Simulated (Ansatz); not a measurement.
PBE exchange is replaced step by step with exact exchange (0 % is PBE, 25 % PBE0; no dispersion term), basis def2-TZVP, Ansatz. System: NbF₅. The state is a singlet with charge 0. Geometry: r2SCAN-D4/def2-SVP.

Geometry of the singlet:

```xyz
6

Nb    0.000    0.000    0.000
F     1.465    0.982    0.626
F    -1.465   -0.982   -0.627
F    -0.223   -0.735    1.673
F     1.084   -0.831   -1.234
F    -0.862    1.566   -0.439
```

In the def2 sets Nb takes a core potential; there is no spin–orbit coupling.

```tsv
exact exchange (%)	HOMO (eV)	LUMO (eV)	gap (eV)
0	-10.21	-4.20	6.01
5	-10.63	-4.08	6.55
10	-11.04	-3.95	7.09
15	-11.46	-3.82	7.64
25	-12.31	-3.55	8.76
50	-14.46	-2.81	11.66
```

**Question.** Estimate the row for 35 %.

**Answer.** 
```json
{"exact exchange (%)": "35", "HOMO (eV)": "-13.17", "LUMO (eV)": "-3.26", "gap (eV)": "9.90"}
```
